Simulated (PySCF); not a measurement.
Species: silicon tetrafluoride, SiF₄.
Cartesian coordinates in Å at the GFN2-xTB level; atoms count from 1:
```
atom  x, y, z in Å
F1    -1.2553   -0.0276   -0.9368
Si2    0.0018    0.0006   -0.0035
F3     1.2902   -0.2576   -0.8553
F4     0.1069    1.4008    0.6899
F5    -0.1350   -1.1134    1.0885
```

The calculation used PySCF, delta-SCF UKS SCAN, pcX-2 on the ionised atom, pcseg-1 elsewhere, spin-free X2C. These are vertical core ionisation energies against the vacuum level, from separate self-consistent calculations with and without the core hole.

One binding energy is withheld.

```
    atom(s)  bonded to     level  binding energy (eV)
F1/F3/F4/F5         Si      F 1s                    ?
        Si2        4 F     Si 1s              1852.22
        Si2        4 F  Si 2p3/2               111.79
```

Problem. What is the F 1s binding energy of F1/F3/F4/F5?

Solution. 694.54 eV (silicon-bound fluorine).

Problem. What is the longest wavelength that can ionise Si 2p3/2 of Si2 vertically?

Solution. λ = hc/E = 12398.42 eV Å / 111.79 eV = 110.908 Å.

Atoms equivalent by their bonding share one computed value, that of the first of them. The 2p values aren't plain energy differences: one relaxed spin-free 2p hole is combined with a matrix within the shell (ground-state 2p orbital-energy differences and spin–orbit coupling). 2p3/2, the mean of its two sublevels, lies a third of the splitting below the shell's mean and 2p1/2 two thirds above it; the statistical areas are 2:1. 2p1/2 minus 2p3/2 (ligand field included): Si 0.63 eV. Geometry: GFN2-xTB; no solvent, vibrations or thermal averaging.

The run took 6.6 s of wall time on an Arm Neoverse V1 with one thread, no GPU, shared host.
